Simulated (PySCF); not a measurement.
# EPR parameters of [C6H12O2]+

Compound: C6H12O2 (charge +1 and doublet state).
Cartesian coordinates in Å at the GFN2-xTB level; atoms count from 1:
```xyz
20
C6H12O2 angstrom
C     -2.5791    0.1623   -1.3715
C     -1.5254    0.1272   -0.5338
C     -1.6796    0.1007    0.9465
O     -3.0003    0.1627    1.3397
C     -0.1155    0.1099   -1.0369
O      0.7844    0.0311    0.0184
C      2.1595    0.0646   -0.2889
C      2.9583   -0.4574    0.8886
H     -3.5804    0.1744   -0.9738
H     -2.4619    0.1798   -2.4416
H     -1.0758    0.9319    1.3647
H     -1.1694   -0.8089    1.3234
H     -3.0860    0.1343    2.3013
H      0.0613    1.0131   -1.6497
H      0.0117   -0.7407   -1.7315
H      2.3680   -0.5156   -1.1989
H      2.4537    1.1071   -0.4989
H      2.7357    0.1099    1.7888
H      2.7163   -1.5014    1.0763
H      4.0192   -0.3743    0.6748
```

The hyperfine couplings belong to this conformer and change with its torsions.

As a line formula: `[CH2+][C](CO)COCC` [radical] (charge +1).

The calculation used UKS B3LYP, pcH-1 on C H O, non-relativistic, mean-field spin-orbit, GIAO (PySCF). One conformer (not necessarily the lowest) at the GFN2-xTB geometry, without solvent, vibrations or thermal averaging. A GFN2-xTB geometry isn't a minimum of the functional, and hyperfine couplings can be far from their values at a DFT geometry, by a factor of two or more for some ions and for spin on atoms past the first row. The SCF solution wasn't tested for stability.

```
g1, g2, g3        : 2.00214, 2.00519, 2.00768
g_iso             : 2.00501
Form of g         : rhombic: the two nearest values differ by 45 % of g3 − g1
⟨S²⟩              : 0.7558 (exact 0.7500)
α and β electrons : 32, 31
Total energy      : -385.98675 Eh
Basis functions   : 320
```

Isotropic coupling and dipolar principal values T1 to T3, in mT; ρ(0) is the spin density at the nucleus (MHz turned into mT with g_iso):

```tsv
atom	isotope	a_iso	T1	T2	T3	Mulliken spin population	ρ(0) (bohr⁻³)
C1	13C	1.00	-1.25	-1.22	2.47	0.44	0.0250
C2	13C	-0.28	-0.37	-0.24	0.61	0.09	-0.0070
C3	13C	-0.52	-0.19	-0.18	0.37	0.00	-0.0129
O4	17O	-0.20	-0.85	0.41	0.44	0.08	0.0093
C5	13C	-0.73	-0.20	-0.09	0.29	-0.02	-0.0182
O6	17O	-0.78	-2.53	1.25	1.28	0.21	0.0363
C7	13C	-0.30	-0.08	0.01	0.07	-0.01	-0.0076
C8	13C	0.02	-0.03	-0.02	0.05	0.00	0.0005
H9	1H	-1.01	-0.55	-0.11	0.66	-0.02	-0.0063
H10	1H	-0.98	-0.56	-0.11	0.67	-0.02	-0.0061
H11	1H	4.86	-0.20	-0.08	0.28	0.05	0.0305
H12	1H	4.82	-0.19	-0.08	0.28	0.05	0.0303
H13	1H	-0.20	-0.19	-0.12	0.31	0.00	-0.0013
H14	1H	5.51	-0.21	-0.04	0.25	0.06	0.0346
H15	1H	5.35	-0.21	-0.04	0.25	0.06	0.0336
H16	1H	0.93	-0.10	-0.02	0.12	0.01	0.0059
H17	1H	2.16	-0.10	-0.05	0.14	0.03	0.0135
H18	1H	0.02	-0.05	-0.04	0.08	0.00	0.0001
H19	1H	0.07	-0.05	-0.03	0.08	0.00	0.0005
H20	1H	-0.01	-0.03	-0.02	0.06	0.00	-0.0001
```

The Mulliken spin populations are largest on C1 (+0.44), O6 (+0.21), C2 (+0.09) and O4 (+0.08).

C2, the radical centre as drawn in `[CH2+][C](CO)COCC`, holds a spin population of +0.09 out of 1.

Axes: g2 points within 10° of the C1–H10 bond.

Under fast tumbling the dipolar parts average out, and these isotropic splittings remain: 2 × 1H (H14/H15, I = 1/2, 3 lines) with 5.43 mT, 2 × 1H (H11/H12, I = 1/2, 3 lines) with 4.84 mT, 2 × 1H (H16/H17, I = 1/2, 3 lines) with 1.54 mT, 1 × 1H (H9, I = 1/2, 2 lines) with 1.01 mT, 1 × 1H (H10, I = 1/2, 2 lines) with 0.98 mT and 1 × 1H (H13, I = 1/2, 2 lines) with 0.20 mT.

Class means assume fast exchange of nuclei equivalent by connectivity; if that motion is slow, each nucleus keeps its own coupling. H9 and H10 aren't averaged: C1 is flat or nearly so (angle sum 360°), and its turn about the short C1–C2 bond (1.35 Å) is taken as slow. The 1H value of +43.4 MHz is a mean of couplings from 26.2 to 60.5 MHz in this one geometry, not an average over conformers.

The 17O coupling of O6 (-22.0 MHz) shows only in satellite lines or after enrichment, since that isotope makes up about 0.038 % of natural oxygen.

The 13C coupling of C1 (28.1 MHz) shows only in satellite lines or after enrichment, since that isotope makes up about 1.07 % of natural carbon.

β density exceeds α density at some nuclei, such as C5 (-0.0182), C3 (-0.0129) and C7 (-0.0076), spin density in bohr⁻³. In a single determinant that takes different orbitals for the two spins, that is spin polarisation.

The run took 2.4 min (with the writing of density and orbital grids) on one thread of an Intel Xeon at 2.70 GHz, shared host, and the process peaked at 1.1 GiB of memory.
